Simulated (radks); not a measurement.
The numbers below are computed, except where a source is named.
The nuclear charge of the scandium ion Sc2+ is varied continuously with 19 electrons held in [Ar] 3d1. Level of theory: non-relativistic Kohn-Sham, r2SCAN, spin-polarised, spherical densities, point nucleus; open shells are filled with parallel spins first; meta-GGA in the generalised Kohn-Sham scheme (a radial shooting solver on a logarithmic mesh with Libxc functionals). By the Hellmann-Feynman theorem dE/dZ = E(electron-nucleus)/Z, the electronic potential at the nucleus.

Z = 20.5: E (hartree) -717.92047; E(electron-nucleus)/Z (hartree) -82.6087; HOMO 3d; e(HOMO) (eV) -11.133; <r> HOMO (bohr) 1.816
Z = 21: E (hartree) -759.85872; E(electron-nucleus)/Z (hartree) -85.1424; HOMO 3d; e(HOMO) (eV) -18.007; <r> HOMO (bohr) 1.546
Z = 21.5: E (hartree) -803.06153; E(electron-nucleus)/Z (hartree) -87.6678; HOMO 3d; e(HOMO) (eV) -25.990; <r> HOMO (bohr) 1.373
Z = 22: E (hartree) -847.52570; E(electron-nucleus)/Z (hartree) -90.1882; HOMO 3d; e(HOMO) (eV) -34.958; <r> HOMO (bohr) 1.248

The central difference of E at Z = 21 is -85.141 hartree, to compare with the third column; the second derivative is -5.06 hartree.
